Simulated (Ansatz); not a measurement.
Ansatz (a program for electronic structure) input:

Ansatz 0.2 input:
```yaml
crystal:
  periodic: [false, false, false]
  atoms:
    - {symbol: O, position_ang: [-1.36687604, 0.55831406, -0.03290379]}
    - {symbol: Se, position_ang: [0.00828182, -0.28161326, 0.00618097]}
    - {symbol: O, position_ang: [1.33167830, 0.63854228, 0.00663467]}
basis:
  gaussian:
    orbitals: aug-cc-pVDZ
total_charge: 1
magnetization: {spin_polarized: true, initial_magnetization: 1}
correlation: {method: ccsd_t, electrons: outside_noble_gas}
```

Problem. What final total energy does it print?

Solution. -2549.59499 Eh (CCSD(T)/aug-cc-pVDZ). The basis has 82 functions.

This state (charge 1, doublet) is run at the relaxed geometry of the species with charge 0 and multiplicity 1.

The determinant is spin-contaminated: <S^2> is 1.41 against 0.75 for a pure state.
